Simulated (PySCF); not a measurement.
Nb(O)(OH)(NH2)2 (H5N2NbO2), SMILES [NH2][Nb]([NH2])(=[O])[OH], multiplicity 1.

Coordinates come from a PBE0-D3(BJ)/def2-SVP optimisation. The multiplicity is an assumed one; no other spin state was optimised. The structure was generated by enumeration; whether it is a known compound was not checked. The def2 effective core potentials stand for the cores of Nb; spin–orbit coupling is left out. The values are those of a single conformer.

These are TDA-PBE0/def2-SVPD run with PySCF values and carry that method's errors.

Vertical excitations. Gas-phase values at a fixed geometry. State labels are in the subgroup Cs.

```json
[
 {"state": "S1", "symmetry": "A'", "energy (eV)": "5.16", "λ (nm)": "240", "f": "0.018", "main pairs": "HOMO→LUMO 93 %"},
 {"state": "S2", "symmetry": "A\"", "energy (eV)": "5.53", "λ (nm)": "224", "f": "0.036", "main pairs": "HOMO→LUMO+1 57 %, HOMO−1→LUMO 40 %"},
 {"state": "S3", "symmetry": "A\"", "energy (eV)": "5.93", "λ (nm)": "209", "f": "0.009", "main pairs": "HOMO→LUMO+2 93 %"},
 {"state": "S4", "symmetry": "A\"", "energy (eV)": "6.03", "λ (nm)": "206", "f": "0.091", "main pairs": "HOMO−1→LUMO 55 %, HOMO→LUMO+1 29 %"},
 {"state": "S5", "symmetry": "A'", "energy (eV)": "6.41", "λ (nm)": "193", "f": "0.012", "main pairs": "HOMO−1→LUMO+1 68 %, HOMO→LUMO+4 15 %"},
 {"state": "S6", "symmetry": "A\"", "energy (eV)": "6.48", "λ (nm)": "191", "f": "0.034", "main pairs": "HOMO→LUMO+3 68 %, HOMO→LUMO+5 22 %"},
 {"state": "S7", "symmetry": "A'", "energy (eV)": "6.54", "λ (nm)": "190", "f": "0.001", "main pairs": "HOMO→LUMO+4 63 %, HOMO−1→LUMO+2 20 %, HOMO−1→LUMO+1 10 %"},
 {"state": "S8", "symmetry": "A\"", "energy (eV)": "6.61", "λ (nm)": "188", "f": "0.004", "main pairs": "HOMO−3→LUMO 78 %, HOMO−2→LUMO+1 14 %"},
 {"state": "S9", "symmetry": "A\"", "energy (eV)": "6.78", "λ (nm)": "183", "f": "0.001", "main pairs": "HOMO→LUMO+5 56 %, HOMO→LUMO+3 14 %, HOMO−4→LUMO 11 %"},
 {"state": "S10", "symmetry": "A'", "energy (eV)": "6.80", "λ (nm)": "182", "f": "0.026", "main pairs": "HOMO−2→LUMO 43 %, HOMO−3→LUMO+1 20 %, HOMO−1→LUMO+2 20 %"},
 {"state": "T1", "symmetry": "A'", "energy (eV)": "4.74", "λ (nm)": "262", "f": "0", "main pairs": "HOMO→LUMO 91 %"},
 {"state": "T2", "symmetry": "A\"", "energy (eV)": "4.76", "λ (nm)": "261", "f": "0", "main pairs": "HOMO→LUMO+1 88 %"},
 {"state": "T3", "symmetry": "A'", "energy (eV)": "5.50", "λ (nm)": "226", "f": "0", "main pairs": "HOMO−1→LUMO+1 85 %"},
 {"state": "T4", "symmetry": "A\"", "energy (eV)": "5.54", "λ (nm)": "224", "f": "0", "main pairs": "HOMO−1→LUMO 89 %"}
]
```
Triplets are in the Tamm–Dancoff approximation.
